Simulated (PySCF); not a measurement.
Cd(F)(Cl), CdClF, SMILES [F][Cd][Cl], PBE0/def2-SVP optimised geometry.

```
3

Cd     0.17     0.00     0.00
F      2.10     0.00     0.00
Cl    -2.10     0.00     0.00
```

Density from PBE0/def2-TZVP, def2 effective core potentials past Kr (PySCF) at that geometry. The core electrons that the potentials of Cd replace are not part of the density.

Minimum of the electron density along straight lines between bonded atoms, close to the bond critical point (lines longer than 1.1 times the sum of covalent radii, or with two minima, are not listed):

```tsv
bond	length / Å	ρ at the minimum / e bohr⁻³	∇²ρ there / e bohr⁻⁵	position (fraction from the first atom)
Cd1–F2	1.925	0.118	(withheld)	0.53
Cd1–Cl3	2.267	(withheld)	(withheld)	0.49
```

Some entries are withheld; supply them.


- Cd1–F2, ∇²ρ there / e bohr⁻⁵: 0.68
- Cd1–Cl3, ρ at the minimum / e bohr⁻³: 0.094
- Cd1–Cl3, ∇²ρ there / e bohr⁻⁵: 0.26
